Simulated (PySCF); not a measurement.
A GIAO shielding run with PySCF (density fitting, non-relativistic, gas phase) on SMILES [Si@@H](OC)(N)SC, C2H9NOSSi:

```
$ OMP_NUM_THREADS=1 python probes_run.py task.json out

{"job": {"kind": "nmr", "xc": "PBE0", "basis": "pcSseg-1"}, "charge": 0, "multiplicity": 1}
C     -0.844003    -1.845167    -0.981814
O     -0.059606    -0.750042    -0.607050
Si    -0.562067     0.588269     0.151830
N     -1.800409     1.374066    -0.749060
S      1.234301     1.740868     0.350120
C      2.363728     0.494843     1.047498
H     -1.750871    -1.518480    -1.492396
H     -0.249592    -2.468260    -1.650422
H     -1.127814    -2.425178    -0.101183
H     -1.128521     0.316420     1.468348
H     -1.663992     1.464947    -1.744823
H     -2.171647     2.236350    -0.386244
H      2.017187     0.206375     2.034982
H      3.342795     0.956979     1.115237
H      2.396097    -0.363999     0.386338
```

Hardware: 1 thread of an Arm Neoverse V1, shared host. The job also computes population analyses, field gradients.

**Question.** How large is the calculation?

**Answer.** 66 electrons, 161 basis functions and 879 auxiliary functions.

**Question.** How long does it take, and how much memory does it need?

**Answer.** 19 s of wall time, with 14 SCF cycles and 4 response iterations; peak memory 0.74 GiB. Times on a shared host scatter by some tens of per cent.
